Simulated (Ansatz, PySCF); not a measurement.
Ligands exchanged one at a time, Ga F-SH. Isolated molecules, 0 K electronic values unless said otherwise. One relaxed conformer stands for each flexible species; it need not be the lowest. Strings in code marks are SMILES.

Quantity: vertical ionisation energy (energy after one electron is removed minus that of the parent at the parent's geometry), in eV.

Level 1: frozen-core MP2/cc-pVTZ // CAM-B3LYP-D3(BJ)/def2-TZVP (Ansatz, a first-principles code)
Level 2: minus the HOMO energy of HF/3-21G // CAM-B3LYP-D3(BJ)/def2-TZVP (PySCF)
Level 3: minus the HOMO energy of HF/6-31G* // CAM-B3LYP-D3(BJ)/def2-TZVP (PySCF)
Level 4: minus the HOMO energy of PBE-D3(BJ)/def2-TZVP // CAM-B3LYP-D3(BJ)/def2-TZVP (PySCF)

```
species                                   level 1  level 2  level 3  level 4
----------------------------------------  -------  -------  -------  -------
`[SH][Ga]([SH])[SH]`                        10.05    10.78    10.44     6.45
`[F][Ga]([F])[SH]` (F–Ga–S–H torsion 0°)    11.08    11.62    11.44     7.34
`[F][Ga]([F])[F]`                           15.53    15.89    16.91     9.66
```
